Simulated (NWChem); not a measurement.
# Correlation energy of hydronium (H$_{3}$O (+1))

```xyz
4

O      0.0000     0.0774     0.0000
H     -0.4720    -0.2067     0.8177
H     -0.4720    -0.2067    -0.8177
H      0.9443    -0.2062     0.0000
```
Charge +1, spin multiplicity 1.

The numbers come from NWChem runs, not from measurements. Structure: optimised with B3LYP/def2-SVP, a minimum by its harmonic frequencies.

Basis set: def2-SVP. Each correlation energy counts from its own Hartree-Fock reference.

The correlated methods keep 1 core orbital frozen. Coupled-cluster values serve here as a point of comparison, not as the truth.

Order these methods by the correlation energy they give, lowest first: MP2, SCS-MP2, CR-CCSD[T], CCSD.

CR-CCSD[T] (-217.4 mHa), CCSD (-214.5 mHa), MP2 (-203.3 mHa), SCS-MP2 (-201.1 mHa)
